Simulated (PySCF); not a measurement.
C5H5BN2.
Bonds: C1–C2, C2–N3 (triple), N3–B4, B4–C5, C5–C6 (triple), C6–C7, C7–N8 (triple). Hydrogens: H9, H10, H11 on C1; H12, H13 on B4.

Computed, not measured: TDDFT B3LYP/def2-SVPD, vertical, gas phase, core orbitals frozen in the response in PySCF. Isolated species at its PBE0-D3(BJ)/def2-SVP geometry, gas phase.

```
state  E (eV)  λ (nm)       f  symmetry  main configurations (H = HOMO, L = LUMO)
   S1    4.47   277.4  0.0010         –                    H→L (81%), H→L+4 (12%)
   S2    4.91   252.6  0.0025        A′     H-1→L (47%), H→L+3 (27%), H→L+1 (18%)
   S3    4.96   249.9   0.036        A′                  H→L+1 (81%), H-1→L (12%)
   S4    5.05   245.4  0.0002         –       H→L+4 (41%), H→L+2 (33%), H→L (18%)
   S5    5.25   236.0  0.0001         –               H-1→L+3 (86%), H-1→L+1 (8%)
   S6    5.26   235.6  0.0006         –                             H-1→L+1 (91%)
```

The lowest singlet comes at 277 nm (431 kJ/mol) in the ultraviolet; it is very weak; its leading configuration is HOMO→LUMO (81%). The most intense listed level is S3 at 4.96 eV (250 nm, f = 0.036), 0.49 eV above S1. S5/S6 lie within about 0.01 eV of each other. Löwdin shares by element: HOMO carbon 61% or more, nitrogen 17% or more (atoms not listed hold the other 22%); LUMO carbon 42% or more, nitrogen 29% or more, hydrogen 6% or more (atoms not listed hold the other 23%). The listed states span 0.79 eV, and the widest gap between neighbours is 0.44 eV (S1 to S2). Weighted by f, the mean energy of these states is 4.95 eV. The oscillator strengths of these states sum to 0.040; summed over the whole spectrum of an exact calculation they would give the number of electrons, 54 (Thomas–Reiche–Kuhn). No computed singlet lies in the visible range (380 to 750 nm); the lowest, at 277 nm, stands 1.21 eV above its violet end (3.26 eV). Symmetry labels in Cs follow from the direction of the transition dipole and are given only for states with f of 0.002 or more. The window holds the lowest 6 singlets.
